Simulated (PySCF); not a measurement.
C4H7FO, SMILES C1C(OC)(C1)F.

Coordinates come from a B3LYP-D3(BJ)/def2-SVP optimisation. One conformer was computed; it need not be the lowest.

Method: PySCF with TDDFT-B3LYP/def2-SVPD.

Vertical excitations. 

Computed UV-visible absorptions:
```csv
state,energy (eV),λ (nm),f,main pairs
S1,7.19,172,0.004,HOMO→LUMO 98 %
S2,7.68,161,0.039,HOMO→LUMO+1 96 %
S3,7.91,157,0.004,HOMO→LUMO+2 89 %
S4,8.01,155,0.005,HOMO−1→LUMO 85 %
S5,8.10,153,0.003,HOMO→LUMO+3 84 %
S6,8.42,147,0.016,"HOMO→LUMO+4 46 %, HOMO−1→LUMO+1 39 %, HOMO−2→LUMO 11 %"
S7,8.55,145,0.017,"HOMO−2→LUMO 54 %, HOMO→LUMO+4 31 %"
S8,8.61,144,0.012,"HOMO−1→LUMO+1 50 %, HOMO−2→LUMO 21 %, HOMO→LUMO+4 18 %"
S9,8.69,143,0.003,HOMO→LUMO+5 83 %
S10,8.80,141,0.033,HOMO−1→LUMO+2 85 %
T1,7.09,175,0,HOMO→LUMO 97 %
T2,7.55,164,0,HOMO→LUMO+1 91 %
T3,7.66,162,0,"HOMO→LUMO+2 60 %, HOMO→LUMO+3 27 %"
T4,7.85,158,0,"HOMO−1→LUMO 55 %, HOMO→LUMO+3 20 %, HOMO→LUMO+2 17 %"
```
Triplets are in the Tamm–Dancoff approximation, which puts them higher than full response would, so one can lie above its singlet here.
